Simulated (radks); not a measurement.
Q: Fe3+, configuration [Ar] 3d5 (the NIST ground configuration). Calculated with a radial shooting solver on a logarithmic mesh with Libxc functionals: scalar-relativistic Kohn-Sham, r2SCAN, spin-polarised, spherical densities, finite nucleus; open shells are filled with parallel spins first; meta-GGA in the generalised Kohn-Sham scheme; Fermi nuclear charge, rms radius 3.7377 fm. Some entries of the table are withheld. Estimate them.

orbital  occ.  eigenvalue (hartree)  <r^2> (bohr^2)  <r> (bohr)
1s down     1             -259.4588        0.004599     0.05847
1s up       1             -259.4573        0.004599     0.05847
2s up       1             -31.88088         0.08404      0.2667
2s down     1             -31.75397         0.08352      0.2660
2p up       3             -27.30389         0.06833      0.2358
2p down     3             -27.20753         0.06780      0.2349
3s up       1              -5.03801          0.7412      0.8024
3s down     1              -4.75287          0.7528      0.8084
3p up       3              -3.73012          0.8320      0.8425
3p down     3              -3.44627          0.8500      0.8510
3d up       5              -1.67988             (1)      0.9705
3d down     0              -1.39530             (2)       1.006
4s up       0              -1.13971             (3)       2.230
4p up       0              -0.86449           7.516       2.575

A: 
(1) 3d up <r^2> (bohr^2): 1.176
(2) 3d down <r^2> (bohr^2): 1.280
(3) 4s up <r^2> (bohr^2): 5.615
